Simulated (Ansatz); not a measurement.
A nudged elastic band was laid between two geometries of ClGeH3 (5 atoms, charge 0, multiplicity 1).

Theory: Ansatz, RKS B3LYP-D4/def2-SVP.

```
movable images  : 7
climbing image  : yes
spring          : 5.0 eV/Å²
optimiser       : quadratic models (default)
start path      : through a guess of the saddle point
force threshold : 0.03 eV/Å
iteration limit : 60
end points      : relaxed
```

Image 0:

```xyz
5
Properties=species:S:1:pos:R:3
Ge 0.298 0.000 0.074
Cl 0.694 0.000 2.219
H 1.654 0.000 -0.650
H -0.508 1.270 -0.244
H -0.508 -1.270 -0.244
```

Image 8:

```xyz
5
Properties=species:S:1:pos:R:3
Ge -0.236 0.000 -0.837
Cl 1.437 0.000 1.410
H 2.543 0.000 0.739
H -1.056 1.146 -0.079
H -1.056 -1.146 -0.079
```

(1) What changes between the two ends?

(2) Give the energies along the band, and the barrier.

(3) What is the geometry of the highest image?

(4) What are the harmonic wavenumbers there?

Answers

(1) Bonds broken: Ge1–Cl2, Ge1–H3. Bonds formed: Cl2–H3. ClGeH3 becomes ClH + GeH2.

(2) The run converged. The highest image is number 4 of 0 to 8, 224.6 kJ/mol above the first end and 33.4 kJ/mol above the last; the last end lies 191.2 kJ/mol above the first. A vibrational analysis at the climbing image gives one clearly imaginary mode, 840i cm⁻¹: a first-order saddle point. The orbitals stay closed-shell, which can raise the energy where a bond breaks towards radicals; this wasn't checked here.

```json
{"image": "0", "path coordinate (Å)": "0.00", "energy (kJ/mol)": "0.0", "Ge1–Cl2 (Å)": "2.18", "Ge1–H3 (Å)": "1.54", "Cl2–H3 (Å)": "3.03"}
{"image": "1", "path coordinate (Å)": "0.36", "energy (kJ/mol)": "18.9", "Ge1–Cl2 (Å)": "2.19", "Ge1–H3 (Å)": "1.52", "Cl2–H3 (Å)": "2.68"}
{"image": "2", "path coordinate (Å)": "0.72", "energy (kJ/mol)": "85.8", "Ge1–Cl2 (Å)": "2.27", "Ge1–H3 (Å)": "1.51", "Cl2–H3 (Å)": "2.30"}
{"image": "3", "path coordinate (Å)": "1.08", "energy (kJ/mol)": "182.0", "Ge1–Cl2 (Å)": "2.44", "Ge1–H3 (Å)": "1.54", "Cl2–H3 (Å)": "1.94"}
{"image": "4", "path coordinate (Å)": "1.44", "energy (kJ/mol)": "224.6", "Ge1–Cl2 (Å)": "2.61", "Ge1–H3 (Å)": "1.70", "Cl2–H3 (Å)": "1.59"}
{"image": "5", "path coordinate (Å)": "1.77", "energy (kJ/mol)": "210.1", "Ge1–Cl2 (Å)": "2.80", "Ge1–H3 (Å)": "2.04", "Cl2–H3 (Å)": "1.35"}
{"image": "6", "path coordinate (Å)": "2.11", "energy (kJ/mol)": "202.2", "Ge1–Cl2 (Å)": "2.88", "Ge1–H3 (Å)": "2.44", "Cl2–H3 (Å)": "1.30"}
{"image": "7", "path coordinate (Å)": "2.44", "energy (kJ/mol)": "195.3", "Ge1–Cl2 (Å)": "2.83", "Ge1–H3 (Å)": "2.81", "Cl2–H3 (Å)": "1.29"}
{"image": "8", "path coordinate (Å)": "2.78", "energy (kJ/mol)": "191.2", "Ge1–Cl2 (Å)": "2.80", "Ge1–H3 (Å)": "3.19", "Cl2–H3 (Å)": "1.29"}
```

(3) 
```xyz
5
Properties=species:S:1:pos:R:3
Ge 0.203 0.000 -0.490
Cl 1.258 0.000 1.901
H 1.668 0.000 0.364
H -0.749 1.225 -0.310
H -0.749 -1.225 -0.310
```

(4) 840i, 253, 463, 619, 660, 955, 1498, 2035, 2059 cm⁻¹.

Run time: 2.2 min on 1 thread of Arm Neoverse V1, with other jobs on the host, peak memory 0.13 GiB.
